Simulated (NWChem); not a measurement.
Program: NWChem. System: HFOSn, charge 0, spin multiplicity 1, at a geometry optimised with PBE/def2-SVP with def2 effective core potentials on Sn. The structure started from a generated list of species. Level: B3LYP/def2-TZVPP with def2 effective core potentials on Sn, VWN1-RPA local correlation.

NWChem printed:

```
             Northwest Computational Chemistry Package (NWChem) 7.3.0
             --------------------------------------------------------

                                NWChem Input Module
                                -------------------

 Scaling coordinates for geometry "geometry" by  1.889725989
 (inverse scale =  0.529177249)

 Turning off AUTOSYM since
 SYMMETRY directive was detected!

                             Geometry "geometry" -> ""
                             -------------------------

 Output coordinates in angstroms (scale by  1.889725989 to convert to a.u.)

  No.       Tag          Charge          X              Y              Z
 ---- ---------------- ---------- -------------- -------------- --------------
    1 Sn                  50.0000    -0.03831600    -0.37263200     0.00000000
    2 F                    9.0000    -1.33465300     1.13307500     0.00000000
    3 O                    8.0000     1.58003100     0.83314200     0.00000000
    4 H                    1.0000     1.28744900     1.76879000     0.00000000

 Effective nuclear repulsion energy (a.u.)     254.3276571201

            Nuclear Dipole moment (a.u.)
            ----------------------------
        X                 Y               Z
 ---------------- ---------------- ----------------
     0.0000377945     0.0000018897     0.0000000000

      Symmetry information
      --------------------

 Group name             Cs
 Group number              2
 Group order               2
 No. of unique centers     4

      Symmetry unique atoms

     1    2    3    4


 Summary of "ao basis" -> "" (spherical)
 ------------------------------------------------------------------------------
       Tag                 Description            Shells   Functions and Types
 ---------------- ------------------------------  ------  ---------------------
 *                         def2-tzvpp                 on all atoms

                                 NWChem DFT Module
                                 -----------------

 Summary of "ao basis" -> "ao basis" (spherical)
 ------------------------------------------------------------------------------
       Tag                 Description            Shells   Functions and Types
 ---------------- ------------------------------  ------  ---------------------
 Sn                        def2-tzvpp               16       50   6s5p3d2f
 F                         def2-tzvpp               11       31   5s3p2d1f
[...]
 Vector   19  Occ=2.000000D+00  E=-3.149935D-01  Symmetry=a"
              MO Center=  1.4D+00,  7.9D-01, -5.9D-15, r^2= 1.2D+00
   Bfn.  Coefficient  Atom+Function         Bfn.  Coefficient  Atom+Function
  ----- ------------  ---------------      ----- ------------  ---------------
    89      0.442963  3 O  pz                92      0.361148  3 O  pz
    95      0.292452  3 O  pz                58     -0.095862  2 F  pz
    18      0.091448  1 Sn pz                12     -0.087349  1 Sn pz
    15      0.081659  1 Sn pz                61     -0.074899  2 F  pz
    64     -0.064844  2 F  pz                25      0.061940  1 Sn d  1

 Vector   20  Occ=2.000000D+00  E=-2.952340D-01  Symmetry=a'
              MO Center=  3.9D-01, -7.8D-02, -9.8D-16, r^2= 3.3D+00
   Bfn.  Coefficient  Atom+Function         Bfn.  Coefficient  Atom+Function
  ----- ------------  ---------------      ----- ------------  ---------------
     5      0.387176  1 Sn s                  6      0.383279  1 Sn s
     2      0.302799  1 Sn s                 87      0.287315  3 O  px
     3     -0.251697  1 Sn s                 90      0.240117  3 O  px
    11      0.204170  1 Sn py                17     -0.199380  1 Sn py
    93      0.193161  3 O  px                 1     -0.191340  1 Sn s

 Vector   21  Occ=0.000000D+00  E=-1.012772D-01  Symmetry=a"
              MO Center= -1.3D-02, -4.3D-01,  8.5D-14, r^2= 3.6D+00
   Bfn.  Coefficient  Atom+Function         Bfn.  Coefficient  Atom+Function
  ----- ------------  ---------------      ----- ------------  ---------------
    18      0.523936  1 Sn pz                12     -0.343150  1 Sn pz
    21      0.340704  1 Sn pz                15      0.320535  1 Sn pz
    89     -0.151880  3 O  pz                95     -0.148949  3 O  pz
    58     -0.116814  2 F  pz                92     -0.116598  3 O  pz
    64     -0.104657  2 F  pz                61     -0.087679  2 F  pz

 Vector   22  Occ=0.000000D+00  E=-3.488500D-02  Symmetry=a'
              MO Center= -4.0D-02, -6.7D-01, -7.9D-17, r^2= 5.0D+00
   Bfn.  Coefficient  Atom+Function         Bfn.  Coefficient  Atom+Function
  ----- ------------  ---------------      ----- ------------  ---------------
    19      0.615899  1 Sn px                13      0.271778  1 Sn px
    10     -0.261073  1 Sn px                16      0.247555  1 Sn px
    32     -0.230218  1 Sn d -2              20     -0.174039  1 Sn py
    86     -0.137235  3 O  s                115      0.129413  4 H  s
    57     -0.128216  2 F  py                22      0.117362  1 Sn d -2

 Vector   23  Occ=0.000000D+00  E=-1.247548D-02  Symmetry=a'
              MO Center=  3.9D-02, -2.7D-01, -5.0D-15, r^2= 6.4D+00
   Bfn.  Coefficient  Atom+Function         Bfn.  Coefficient  Atom+Function
  ----- ------------  ---------------      ----- ------------  ---------------
    20      0.811446  1 Sn py                86     -0.325177  3 O  s
     5      0.262649  1 Sn s                  6      0.241110  1 Sn s
    19      0.216989  1 Sn px                14      0.207349  1 Sn py
    11     -0.186669  1 Sn py                 2      0.177574  1 Sn s
    55     -0.158676  2 F  s                  3     -0.151370  1 Sn s

 center of mass
 --------------
 x =  -0.04056657 y =  -0.08961857 z =   0.00000000

 moments of inertia (a.u.)
 ------------------
         195.236925351123          13.760292139205           0.000000000000
          13.760292139205         269.778731264555           0.000000000000
           0.000000000000           0.000000000000         465.015656615678

     Multipole analysis of the density
     ---------------------------------

     L   x y z        total         alpha         beta         nuclear
     -   - - -        -----         -----         ----         -------
     0   0 0 0     -0.000000    -20.000000    -20.000000     40.000000

     1   1 0 0     -0.005588     -1.016507     -1.016507      2.027427
     1   0 1 0     -0.895803    -10.306316    -10.306316     19.716828
     1   0 0 1     -0.000000     -0.000000     -0.000000      0.000000

     2   2 0 0    -31.318875    -82.962385    -82.962385    134.605894
     2   1 1 0      1.791882      1.767099      1.767099     -1.742316
     2   1 0 1      0.000000      0.000000      0.000000      0.000000
     2   0 2 0    -25.014214    -54.094213    -54.094213     83.174212
     2   0 1 1      0.000000      0.000000      0.000000      0.000000
     2   0 0 2    -23.605308    -11.802654    -11.802654      0.000000

 Task  times  cpu:        4.6s     wall:        4.6s

 Total times  cpu:        4.6s     wall:        4.6s
```

Write an NWChem input that would produce this output.

Several could match; the one computed here: 
```
start mol
memory heap 200 mb stack 900 mb global 1100 mb
geometry units angstroms nocenter noautoz
  Sn    -0.038316    -0.372632     0.000000
  F     -1.334653     1.133075     0.000000
  O      1.580031     0.833142     0.000000
  H      1.287449     1.768790     0.000000
  symmetry group Cs
end
basis spherical
  * library def2-tzvpp
end
ecp
  Sn library def2-ecp
end
dft
  xc b3lyp
  semidirect memsize 60000000 filesize 0
  iterations 100
end
task dft energy
```
